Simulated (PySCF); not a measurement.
**A small calculation by hand: entropy of an ideal gas**

Si(H)2(NH2)2 (H6N2Si), SMILES N[SiH2]N.

Geometry: PBE0-D3(BJ)/def2-TZVP. Other conformers were not sampled.

PBE0-D3(BJ)/def2-TZVP (PySCF) gives the harmonic wavenumbers 206, 252, 334, 349, 422, 599, 682, 814, 821, 890, 901, 981, 987, 1574, 1577, 2175, 2191, 3613, 3614, 3712, 3713 cm⁻¹ and the rotational temperatures 0.9706, 0.3306, 0.2701 K. The molar mass is 62.15 g/mol, the symmetry number 2, the spin multiplicity 1.

Task: Work out the entropy at 298.15 K and 1 atm in the rigid-rotor, harmonic-oscillator model.

Result: 
Translation (Sackur–Tetrode at 1 atm): S = R[1.5 ln M + 2.5 ln T − 1.16487] = 160.2 J/(mol K).
Rotation: q = (√π/σ) T^1.5/√(θA θB θC) = 15500, S = R[ln q + 3/2] = 92.7 J/(mol K).
Vibration: with u = 1.4388 ν/T, each mode gives R[u/(e^u − 1) − ln(1 − e^−u)]:
```json
[
 {"ν (cm⁻¹)": "206", "modes": "1", "u": "0.99", "S (J/(mol K))": "8.70"},
 {"ν (cm⁻¹)": "252", "modes": "1", "u": "1.22", "S (J/(mol K))": "7.18"},
 {"ν (cm⁻¹)": "334", "modes": "1", "u": "1.61", "S (J/(mol K))": "5.19"},
 {"ν (cm⁻¹)": "349", "modes": "1", "u": "1.68", "S (J/(mol K))": "4.90"},
 {"ν (cm⁻¹)": "422", "modes": "1", "u": "2.04", "S (J/(mol K))": "3.70"},
 {"ν (cm⁻¹)": "599", "modes": "1", "u": "2.89", "S (J/(mol K))": "1.89"},
 {"ν (cm⁻¹)": "682", "modes": "1", "u": "3.29", "S (J/(mol K))": "1.37"},
 {"ν (cm⁻¹)": "814", "modes": "1", "u": "3.93", "S (J/(mol K))": "0.82"},
 {"ν (cm⁻¹)": "821", "modes": "1", "u": "3.96", "S (J/(mol K))": "0.80"},
 {"ν (cm⁻¹)": "890", "modes": "1", "u": "4.29", "S (J/(mol K))": "0.61"},
 {"ν (cm⁻¹)": "901", "modes": "1", "u": "4.35", "S (J/(mol K))": "0.58"},
 {"ν (cm⁻¹)": "981", "modes": "1", "u": "4.73", "S (J/(mol K))": "0.42"},
 {"ν (cm⁻¹)": "987", "modes": "1", "u": "4.76", "S (J/(mol K))": "0.41"},
 {"ν (cm⁻¹)": "1574", "modes": "1", "u": "7.60", "S (J/(mol K))": "0.04"},
 {"ν (cm⁻¹)": "1577", "modes": "1", "u": "7.61", "S (J/(mol K))": "0.04"}
]
```
The stiffer modes add less than 0.005 each. Sum 36.7 J/(mol K).
Spin: R ln 1 = 0.0 J/(mol K).
Total 289.6 J/(mol K); the program's own thermochemistry gives 289.6. Translation makes up 55 % and vibration 13 %. Anharmonicity, hindered rotation and orbital degeneracy are left out.
